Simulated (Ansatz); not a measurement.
A structure relaxed at B3LYP-D4/def2-SVP in Ansatz, charge 0, doublet:

```tsv
atom	x (Å)	y (Å)	z (Å)
P1	0.8903	0.7982	1.1402
As2	-1.0169	1.4054	-0.0576
As3	0.0308	-1.8271	-0.9570
As4	-0.8859	-0.8160	1.1058
As5	0.9817	0.4396	-1.2315
```

Problem. Give its formula and point group.

Solution. the cluster As₄P (the lowest doublet isomer of a short search). Point group Cs (tolerance 0.1 Å).

Problem. Summarise the bond lengths by kind (pairs closer than 1.2 times the sum of covalent radii, bridged metal pairs left out).

Solution. 4 × As–As 2.47 to 2.51 Å; 3 × As–P 2.33 to 2.40 Å.

The structure comes from a short search, and lower isomers may exist.
